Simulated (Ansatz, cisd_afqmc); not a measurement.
Species: BaCl2, charge 0, singlet. BaCl2 (SMILES [Cl][Ba][Cl]).
B3LYP-D3(BJ)/def2-TZVP minimum from Ansatz (an electronic-structure program):
```
Ba
Cl 1 2.7413
Cl 1 2.7413 2 127.36
```

Total energies in def2-SVP, 16 correlated electrons, 14 frozen orbitals. Radicals and triplets start from unrestricted determinants; spin-orbit coupling is neglected. Cores are frozen in correlated methods (noble-gas shells, and filled d and f shells in the p block). Past Kr the def2 sets carry scalar-relativistic core potentials. AFQMC/CISD: phaseless, guided by CISD from CCSD amplitudes; bars are statistical, one sigma. Outlying blocks are dropped, and bars are widened where a walk drifts. Over all cases where full CI ran beside it in this data, AFQMC minus full CI had a median of +0.1 mEh and passed +0.4 mEh in a tenth of the cases.

```csv
method,program,energy (Eh),minus CCSDT(Q) (mEh)
HF,Ansatz,-943.99782,307.43
MP2,Ansatz,-944.27699,28.27
CCSD,Ansatz,-944.29964,5.61
CCSD(T),Ansatz,-944.30440,0.85
CCSDT(Q),Ansatz,-944.30526,0.00
AFQMC/CISD,cisd_afqmc,-944.3060 ± 0.0004,-0.7 ± 0.4
```

Rough core times of Ansatz's runs on a shared machine: CCSD(T) under 20 s, CCSDT(Q) 30 s.
